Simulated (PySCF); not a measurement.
Molecule: `FC(F)(F)C1=C[PH2+]CC1`, [C5H7F3P]+.

Geometry (Å), atoms numbered from 1 in this order:
```xyz
16

F     2.7766    0.1002   -1.3002
C     2.2301   -0.0218   -0.0952
F     2.6527   -1.1687    0.4386
F     2.6842    0.9737    0.6695
C     0.7145    0.0122   -0.1550
C     0.0339    0.2149   -1.2889
P    -1.7163    0.2076   -0.9518
C    -1.5528   -0.1524    0.8286
C    -0.0328   -0.1743    1.1222
H     0.4702    0.3646   -2.2645
H    -2.3975   -0.7493   -1.6694
H    -2.3109    1.4159   -1.2403
H    -2.0124   -1.1175    1.0571
H    -2.0677    0.6029    1.4266
H     0.2691   -1.1162    1.5890
H     0.2515    0.6171    1.8224
```

Total charge +1.

Frames of a GFN2-xTB Langevin trajectory at 300 K; GIAO PBE0/pcSseg-1 shieldings in PySCF 2.14.0 with density-fitted response routines, gas phase, non-relativistic; equivalent atoms averaged within each frame.

Shifts are taken against calculated references (same method and geometry level): CFCl3 for ¹⁹F (170.95 ppm); ¹³C (186.93 ppm) and ¹H (31.72 ppm) vs TMS; H3PO4 for ³¹P (318.38 ppm). The references are static minima.

How do the shifts (ppm) fluctuate along the trajectory?

Answers


```
         time (fs)  F1/F3/F4     C5     C2     C6    C9    C8     P7   H10  H11/H12  H15/H16
optimised geometry     -80.6  183.6  127.3  108.2  38.2  15.2  -27.3  6.51     6.77     3.92
               250     -64.4  182.5  132.3  110.5  43.7  16.4  -34.7  6.55     6.45     4.06
               425     -47.8  174.1  135.5  104.8  34.9  22.4   -9.3  6.43     7.58     3.32
               625     -72.3  184.8  128.7  111.2  47.8  13.8  -40.1  6.85     6.64     4.94
               800     -52.9  184.2  133.4  118.3  36.9  34.0  -20.7  7.41     7.24     3.95
              1000     -63.1  188.1  132.3  107.0  39.3   7.7  -38.0  6.56     6.46     4.30
    mean of frames     -60.1  182.7  132.4  110.3  40.5  18.9  -28.6  6.76     6.88     4.11
standard deviation       9.7    5.2    2.5    5.2   5.2  10.0   13.2  0.39     0.51     0.58
```

5 frames give an uncertainty of the mean of about the standard deviation over 2.2 at best, since frames this close in time may not be independent; classical motion lacks zero-point vibration, and the reference would need the same averaging.
